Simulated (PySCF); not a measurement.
# Computed structure and properties of [Ce(NH2)3(H2O)]+

System: [Ce(NH2)3(H2O)]+ (singlet); start: template (Cs). Method: PySCF 2.14.0, RKS PBE0, Ce lcecp-2-SVP with ECP46, N def2-SVP, H def2-SVP, O def2-SVP; non-relativistic Hamiltonian with scalar-relativistic core potentials where named; density fitting; no spin-orbit coupling.

Input of the relaxation:

```python
mol = gto.M(atom='''
Ce     0.02183    -0.02183     0.02183
N      1.30403     1.26037     1.30403
H      2.23153     1.01407     1.64463
H      1.05773     2.18787     1.64463
N     -1.26037    -1.30403     1.30403
H     -2.18787    -1.05773     1.64463
H     -1.01407    -2.23153     1.64463
N      1.30403    -1.30403    -1.26037
H      1.05773    -2.23153    -1.60097
H      2.23153    -1.05773    -1.60097
O     -1.36817     1.36817    -1.36817
H     -2.02317     2.02317    -1.08007
H     -1.39447     1.39447    -2.33747''',
    basis={'Ce': 'lcecp-2-SVP', 'N': 'def2-SVP', 'H': 'def2-SVP', 'O': 'def2-SVP'},
    ecp={'Ce': 'lcecp-2-SVP'},
    charge=1, spin=0)
mf = dft.RKS(mol, xc='PBE0')
mf.grids.atom_grid = (50, 194)  # f atoms: unpruned, at least (60, 302)
mf = mf.density_fit()  # fitting sets: Ce AutoAux, N def2-universal-JKFIT, H def2-universal-JKFIT, O def2-universal-JKFIT
mf.conv_tol = 1e-08; mf.max_cycle = 55
mf.kernel(dm0)  # dm0: converged density of the start geometry
# quasi-Newton relaxation in Cartesian coordinates to a largest gradient under 0.00045 Eh/bohr, steps kept in the point group
```

Run from Python with OMP_NUM_THREADS=2; the lines above give its settings. Where DIIS fails, smearing, a level shift and second-order steps follow.
It took 3.6 min on 2 threads of Arm Neoverse V1, on a shared host, from the converged density of the start.

Course of the relaxation:

```
step  energy above end (eV)  largest force component within the symmetry (eV/Å)
   0                 0.7777                                               1.244
   1                 0.5958                                               0.722
   2                 0.5206                                               0.423
   3                 0.4688                                               0.773
   4                 0.4604                                               1.832
   5                 0.3455                                               0.542
   6                 0.3436                                               1.005
   7                 0.2322                                               0.265
  23                 0.0007                                               0.019
  24                 0.0005                                               0.017
  25                 0.0003                                               0.024
  26                 0.0001                                               0.032
  27                 0.0000                                               0.022
  28                 0.0000                                               0.011
```
(The steps between are left out.)

Relaxed geometry (Cs):

```xyz
13

Ce    0.1894   -0.1894    0.2490
N     1.2295    1.3420    1.3153
H     2.1037    1.7942    1.0374
H     0.9542    1.7491    2.2124
N    -1.3420   -1.2295    1.3153
H    -1.7491   -0.9542    2.2124
H    -1.7942   -2.1037    1.0374
N     1.2523   -1.2523   -1.2749
H     0.9893   -2.1515   -1.6857
H     2.1515   -0.9893   -1.6857
O    -1.1387    1.1387   -1.3336
H    -1.8095    1.8095   -1.1417
H    -1.0761    1.0761   -2.2974
```

| contact | Å |
| --- | --- |
| Ce1–N2 (NH2) | 2.136 |
| Ce1–N5 (NH2) | 2.136 |
| Ce1–N8 (NH2) | 2.141 |
| Ce1–O11 (H2O) | 2.456 |

On the finer grid (75, 302):

| Item | Value |
| --- | --- |
| HOMO | not given (4f levels lie in the core) |
| LUMO | not given (4f levels lie in the core) |
| Dipole about the centre of mass | 3.79 D |
| Set of Mulliken populations of Ce1 outside the core potential | s 2.16, p 6.24, d 2.14, f 0.13 |
| D3(BJ) dispersion energy (not in the energies) | -0.217 eV |

| atom | Mulliken (e) | Löwdin (e) | spin (e) |
| --- | --- | --- | --- |
| Ce1 | 1.33 | 1.10 | 0.00 |
| N2 | -0.54 | -0.32 | 0.00 |
| H3 | 0.18 | 0.10 | 0.00 |
| H4 | 0.18 | 0.10 | 0.00 |
| N5 | -0.54 | -0.32 | 0.00 |
| H6 | 0.18 | 0.10 | 0.00 |
| H7 | 0.18 | 0.10 | 0.00 |
| N8 | -0.54 | -0.32 | 0.00 |
| H9 | 0.18 | 0.10 | 0.00 |
| H10 | 0.18 | 0.10 | 0.00 |
| O11 | -0.31 | -0.03 | 0.00 |
| H12 | 0.25 | 0.15 | 0.00 |
| H13 | 0.26 | 0.15 | 0.00 |

The large-core potential holds the 4f shell empty.

On the grid (50, 194), as all that follows. Harmonic modes: a minimum within the noise of the softest modes; lowest 49 cm⁻¹ (negative: unstable), highest 3908 cm⁻¹, zero-point energy 2.697 eV.

Taking off one NH2 (charge -1, singlet; the rest: singlet) in vacuum, both parts rigid, costs 16.20 eV; the small basis without counterpoise inflates it. Most of it is the attraction of opposite charges; other ways to part are cheaper, and one spin state was tried for the rest.

Rigid scan of NH2 along the line from its metal:

(distance to N2 (Å), energy (eV)): (1.84, 1.360), (1.94, 0.527), (2.04, 0.116), (2.14, 0.000), (2.24, 0.088), (2.34, 0.313), (2.54, 0.993), (2.84, 2.201), (3.24, 3.675), (3.74, 5.030)

Taking off one H2O (charge 0, singlet; the rest: singlet) in vacuum, both parts rigid, costs 1.71 eV; the small basis without counterpoise inflates it.

Rigid scan of H2O along the line from its metal:

```
distance to O11 (Å)  energy (eV)
               2.16        0.454
               2.26        0.172
               2.36        0.037
               2.46        0.000
               2.56        0.025
               2.66        0.087
               2.86        0.264
               3.16        0.547
               3.56        0.854
               4.06        1.120
```

One start shape was tried, so this needn't be the lowest isomer.
